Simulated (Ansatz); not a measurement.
A structure relaxed at PBE0-D4/def2-TZVP, charge 0, multiplicity 2:

```csv
atom,x (Å),y (Å),z (Å)
N1,0.6461,1.2072,0.1605
Si2,-0.2669,-0.2218,0.2813
O3,0.8470,-1.4306,0.1274
O4,-1.3786,-0.0993,-0.9331
H5,1.5319,1.2960,0.6288
H6,0.2004,2.0934,-0.0061
H7,0.6162,-2.2641,0.5400
H8,-2.1961,-0.5809,-0.7987
```

(1) Give its formula and SMILES.

(2) Point group (tolerance 0.08 Å, 0.16 Å for H)?

(3) Summarise the bond lengths by kind.

## Answers

(1) H4NO2Si, `N[Si](O)O`.

(2) Cs.

(3) 1 × N–Si 1.700 Å; 2 × H–N 1.006 Å; 2 × O–Si 1.651 Å; 2 × H–O 0.958 Å.

All numbers were calculated with Ansatz.
